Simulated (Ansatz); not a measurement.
Kohn–Sham single points on GeH$_{8}$Si$_{2}$, SMILES `[SiH3][GeH2][SiH3]`.

```yaml
crystal:
  periodic: [false, false, false]
  atoms:
    - {symbol: Si, position_ang: [-1.240730, 1.300062, -0.847944]}
    - {symbol: Ge, position_ang: [-0.347506, -0.027442, 0.912309]}
    - {symbol: Si, position_ang: [1.520926, -1.293402, 0.160724]}
    - {symbol: H, position_ang: [-1.664534, 0.423337, -1.971792]}
    - {symbol: H, position_ang: [-0.201225, 2.240301, -1.344562]}
    - {symbol: H, position_ang: [-2.414698, 2.084526, -0.381957]}
    - {symbol: H, position_ang: [0.080933, 0.883280, 2.078815]}
    - {symbol: H, position_ang: [-1.435595, -0.980176, 1.443464]}
    - {symbol: H, position_ang: [2.082684, -2.120515, 1.261195]}
    - {symbol: H, position_ang: [2.579594, -0.376696, -0.339409]}
    - {symbol: H, position_ang: [1.105351, -2.190374, -0.950142]}
basis:
  gaussian: {orbitals: def2-TZVPP}
hamiltonian: {xc: r2scan, dispersion: d4}
output: {forces: true, orbitals: {seedname: orbitals}}
```

```sh
$ ansatz run in.yaml --threads 4 --pin off --events-out ev --progress --plain
```

It prints (some lines left out):

```
Functional definition: r2SCAN
1406 factors; their error is unknown
mean field evaluation 1: about -72401.3781 eV, gradient 2.3e1 eV
mean field evaluation 2: about -72402.0392 eV, gradient 2.2e1 eV
mean field evaluation 4: about -72402.5231 eV, gradient 9.2e-1 eV
mean field evaluation 8: about -72402.4790 eV, gradient 1.8e-1 eV
mean field evaluation 16: about -72402.4791 eV, gradient 3.3e-5 eV
mean field -72402.47906623 eV, -2660.7420295209 hartree, gradient 3.3e-5 eV, S^2 0.000000; 0 other end points of the search recorded, 0 dependent functions left out
reference -72402.47908200 eV, -2660.7420301007 hartree; 34, 34 occupied and 210, 210 virtual orbitals, 1406 factors
Total energy: -72402.53655313 eV, -2660.7441421257 hartree
Atom 0 at    -1.240730     1.300062    -0.847944 Å, force    -0.002238    -0.006000     0.019630 eV/Å
Atom 1 at    -0.347506    -0.027442     0.912309 Å, force    -0.001225    -0.000400     0.001147 eV/Å
Atom 2 at     1.520926    -1.293402     0.160724 Å, force    -0.011049     0.005082     0.016378 eV/Å
Atom 3 at    -1.664534     0.423337    -1.971792 Å, force     0.007238     0.020062     0.020624 eV/Å
Atom 4 at    -0.201225     2.240301    -1.344562 Å, force    -0.022435    -0.017787     0.007898 eV/Å
Atom 5 at    -2.414698     2.084526    -0.381957 Å, force     0.020539    -0.010277    -0.016829 eV/Å
Atom 6 at     0.080933     0.883280     2.078815 Å, force    -0.022710    -0.041226    -0.041326 eV/Å
Atom 7 at    -1.435595    -0.980176     1.443464 Å, force     0.044080     0.042459    -0.013141 eV/Å
Atom 8 at     2.082684    -2.120515     1.261195 Å, force    -0.003787     0.011530    -0.025661 eV/Å
Atom 9 at     2.579594    -0.376696    -0.339409 Å, force    -0.018948    -0.020600     0.009217 eV/Å
Atom 10 at     1.105351    -2.190374    -0.950142 Å, force     0.010535     0.017155     0.022064 eV/Å
Dipole moment:     0.001380     0.000141    -0.003534 e Å
```

Run time 5.5 s (4 threads of a server CPU on a shared host); peak host memory 0.36 GiB.

Changing it to `hamiltonian: {xc: pbe, dispersion: d4}` (abridged; 2.7 s):

```
Functional definition: PBE
mean field evaluation 16: about -72386.9804 eV, gradient 1.5e-5 eV
mean field -72386.98039057 eV, -2660.1724636960 hartree, gradient 1.5e-5 eV, S^2 0.000000
Total energy: -72387.21630609 eV, -2660.1811334313 hartree
Atom 0 force     0.020789    -0.036175     0.053338 eV/Å
Atom 1 force     0.028661     0.001542    -0.075563 eV/Å
Atom 2 force    -0.051341     0.034191     0.026963 eV/Å
Atom 3 force    -0.043404    -0.084473    -0.113868 eV/Å
Atom 4 force     0.101625     0.094679    -0.051731 eV/Å
Atom 5 force    -0.121338     0.084208     0.040344 eV/Å
Atom 6 force     0.038400     0.085631     0.117132 eV/Å
Atom 7 force    -0.105816    -0.090032     0.056904 eV/Å
Atom 8 force     0.063511    -0.088156     0.107973 eV/Å
Atom 9 force     0.107708     0.088712    -0.050688 eV/Å
Atom 10 force    -0.038795    -0.090126    -0.110804 eV/Å
Dipole moment:    -0.001045    -0.000015     0.002713 e Å
```

The same input with `hamiltonian: {xc: {name: B2PLYP}}` and no forces (abridged; 6 s):

```
Functional definition: B2PLYP
mean field evaluation 16: about -72382.5934 eV, gradient 3.5e-5 eV
mean field -72382.59335876 eV, -2660.0112432506 hartree, gradient 2.6e-6 eV, S^2 0.000000
19 core orbitals not correlated: weight in the atoms' cores, before any rotation towards them, 1.000 or more for the frozen orbitals, at most 0.000 for the correlated occupied ones
second order -17.58360915 eV of doubles, -0.00000000 eV of singles
Total energy: -72387.34113418 eV, -2660.1857207792 hartree
```

Changing it to `hamiltonian: {xc: {name: LC-wPBE}, dispersion: d4}` and no forces (abridged; 3 s):

```
WARN the engine holds no damping parameters fitted to this dispersion correction and functional, so the run takes those fitted to pbe0 (hamiltonian.dispersion, under Limitations)
Functional definition: LC-wPBE
mean field evaluation 16: about -72392.0857 eV, gradient 3.6e-5 eV
mean field -72392.08569025 eV, -2660.3600799987 hartree, gradient 3.6e-5 eV, S^2 0.000000
Total energy: -72392.28875033 eV, -2660.3675423188 hartree
```

The same input with `hamiltonian: {xc: pbe0, dispersion: d4}` and no forces (abridged; 3.3 s):

```
Functional definition: PBE0
mean field -72390.31765384 eV, -2660.2951058590 hartree, gradient 3.7e-5 eV, S^2 0.000000
Total energy: -72390.52075254 eV, -2660.3025695985 hartree
```

Changing it to `hamiltonian: {xc: {name: r2SCAN0}, dispersion: d4}` and no forces (abridged; 6 s):

```
Functional definition: r2SCAN0
mean field -72401.81829130 eV, -2660.7177464902 hartree, gradient 4.8e-5 eV, S^2 0.000000
Total energy: -72401.88793465 eV, -2660.7203058360 hartree
```

LC-ωPBE has ω = 0.4 bohr⁻¹; the program lends it PBE0's D4 damping.
